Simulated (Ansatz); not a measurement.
Conformers of C2H6FIn (SMILES C[CH2][InH][F]), B3LYP-D3(BJ)/def2-TZVP minima from an xTB search, which can miss the lowest.
Conformer 1 (charge 0, multiplicity 1):
```xyz
10

C     -1.265     0.246    -0.339
C     -0.286    -0.603     0.470
In     1.780    -0.031     0.166
F      1.779     1.633    -0.926
H     -1.168     1.307    -0.107
H     -1.101     0.141    -1.412
H     -2.297    -0.050    -0.131
H     -0.369    -1.663     0.223
H     -0.475    -0.520     1.543
H      3.403    -0.459     0.513
```
Conformer 2 (charge 0, multiplicity 1):
```xyz
10

C     -1.36139     0.53785     0.05052
C     -0.29986    -0.55685     0.14347
In     1.74432     0.05750    -0.21119
F      2.91089    -1.54263    -0.03017
H     -2.35917     0.13358     0.24396
H     -1.19059     1.33548     0.77607
H     -1.38689     0.99958    -0.93841
H     -0.48482    -1.35869    -0.57389
H     -0.28960    -1.02473     1.12975
H      2.71712     1.41891    -0.59011
```

Correlated levels freeze the cores. Filled d and f shells under p-block atoms count as core. MP2 and its Hartree–Fock in def2-QZVPP are density fitted.

The values were computed with Ansatz (an electronic-structure program).  In def2 rows elements past Kr take small-core potentials, without spin–orbit coupling.

The energy of conformer 2 above conformer 1 is E(conformer 2) − E(conformer 1). Total energies (hartree):

```csv
level,conformer 2,conformer 1
HF/def2-TZVPP,-367.9640526,-367.9640809
MP2/def2-TZVPP,-368.6501893,-368.6506571
HF/def2-QZVPP,-367.9744458,-367.9744654
MP2/def2-QZVPP,-368.7128773,-368.7133864
CCSD(T)/def2-TZVPP,-368.7062393,-368.7066748
```

Q: Work out the energy of conformer 2 above conformer 1 at the basis-set limit: extrapolate the MP2 correlation part as X⁻³, take Hartree–Fock from the larger set, and add the CCSD(T) − MP2 difference of def2-TZVPP.

A: 
1. Differences (1 hartree = 627.509 kcal/mol): HF/def2-TZVPP 0.018; MP2/def2-TZVPP 0.294; HF/def2-QZVPP 0.012; MP2/def2-QZVPP 0.320; CCSD(T)/def2-TZVPP 0.273.
2. Correlation parts, MP2 less HF: 0.276 in def2-TZVPP (X = 3), 0.307 in def2-QZVPP (X = 4).
3. Limit (4³·(0.307) − 3³·(0.276))/(4³ − 3³) = 0.330; with HF/def2-QZVPP it gives 0.342.
4. CCSD(T) less MP2 in def2-TZVPP: -0.020.
Result: 0.32 kcal/mol, against 0.29 at MP2/def2-TZVPP. It is an estimate of this method's limit, not of the exact value.
